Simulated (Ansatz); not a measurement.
Mg5O4⁺, relaxed as a doublet with UKS r2SCAN-D4/def2-SVP in Ansatz, starting from the GFN2-xTB geometry. Force threshold 0.02 eV/Å.

The relaxation made no stability test and no search for a lower SCF solution. Another isomer (doublet) lies 0.29 eV lower at PBE0-D4/def2-TZVP; other spin states weren't run for this one.

Start:

```csv
atom,x (Å),y (Å),z (Å)
Mg1,0.268,-1.665,0.709
Mg2,-1.405,-0.414,-1.065
Mg3,-0.741,0.771,1.259
Mg4,2.101,0.105,0.068
Mg5,0.508,1.309,-1.585
O6,0.976,0.021,1.477
O7,0.676,-0.555,-1.058
O8,-0.922,1.438,-0.491
O9,-1.460,-1.009,0.685
```

Question: Estimate the energy that the relaxation releases and the steps that it takes.

Answer: 54.1 kJ/mol, in 6 steps; 56 s on 4 threads of Arm Neoverse V1 on a shared host. No frequencies were taken in this run, so the end may be a saddle point.

Question: Does the start keep its bonding and symmetry?

Answer: By distances, no bond broke or formed. The bond that changes most is Mg4–O7, from 1.93 to 2.05 Å (atoms count from 1). Point group Cs at the start, Cs at the end, both within 0.05 Å.

Question: Predict the relaxed structure.

Answer: 
```csv
atom,x (Å),y (Å),z (Å)
Mg1,0.247,-1.644,0.730
Mg2,-1.445,-0.388,-1.029
Mg3,-0.725,0.743,1.229
Mg4,2.191,0.153,0.096
Mg5,0.536,1.382,-1.624
O6,1.059,-0.091,1.580
O7,0.709,-0.598,-1.110
O8,-1.045,1.471,-0.606
O9,-1.526,-1.028,0.734
```
Bond lengths (bridged metal pairs left out): 13 × Mg–O 1.88 to 2.17 Å.
